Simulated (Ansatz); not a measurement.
Basis sets compared for Au2O⁺. Charge 1, multiplicity 2. Geometry r2SCAN-D4/def2-TZVP. Ansatz on 4 threads of Intel Xeon 6975P-C on a shared host; times are rough, and most runs start from earlier orbitals.

```xyz
3

Au    1.6108    0.5273   -0.2011
Au   -1.6652    0.0971    0.3616
O     0.0544   -0.6243   -0.1605
```

In the def2 sets Au takes a core potential; there is no spin–orbit coupling. The structure comes from a short search, and lower isomers may exist.

| level | functions | energy (Eh) | HOMO (eV) | LUMO (eV) | wall time |
| --- | --- | --- | --- | --- | --- |
| PBE-D4/def2-SVP | 78 | -346.2545 | -12.35 | -11.80 | 0.65 s |
| PBE0-D4/def2-SVP | 78 | -346.1457 | -13.33 | -10.14 | 1.1 s |

(1) Estimate the rows for PBE-D4/def2-TZVP, PBE0-D4/def2-TZVP.

## Answers

(1) 
```tsv
level	functions	energy (Eh)	HOMO (eV)	LUMO (eV)	wall time
PBE-D4/def2-TZVP	111	-346.3593	-12.30	-11.75	0.85 s
PBE0-D4/def2-TZVP	111	-346.2514	-13.27	-10.07	4.8 s
```
